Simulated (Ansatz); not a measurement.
Computed with Ansatz on PBE0-D4/def2-TZVP structures; ΔE is electronic, products minus reactants. CBS: MP2 limit from def2 TZ/QZ plus the TZ coupled-cluster correction, frozen cores. This one scheme is used for every species. DFT in def2-TZVPP. B3LYP here is the variant with VWN-RPA as its local correlation; programs differ in this. For Br outer-core shells are correlated without core-valence functions, which leaves a few kJ/mol of doubt a bond. Scalar relativity is left out up to krypton. One conformer a species, not always the lowest.

Reaction (formal exchange of groups at the Si–Si bond): `[SiH3][SiH]1C=N1` + `CBr` → `BrC[SiH]1C=N1` + SiH₄

| level | ΔE (kJ/mol) |
| --- | --- |
| B3LYP-D4 | 11.9 |
| ωB97M-V | 4.0 |
| MP2/def2-TZVPP | 3.5 |
| HF/CBS(def2) | 2.5 |

Task: What does CCSD(T)/CBS give? (An estimate is asked.)

Result: Computed: +8.7 kJ/mol. The listed levels differ from it by 3.2, -4.7, -5.2, -6.2 kJ/mol.

Largest T1 diagnostic among the species: 0.017.

From PBE to PBE0 (25 % exact exchange), in def2-TZVPP and without D4, ΔE moves by −4.2 kJ/mol.
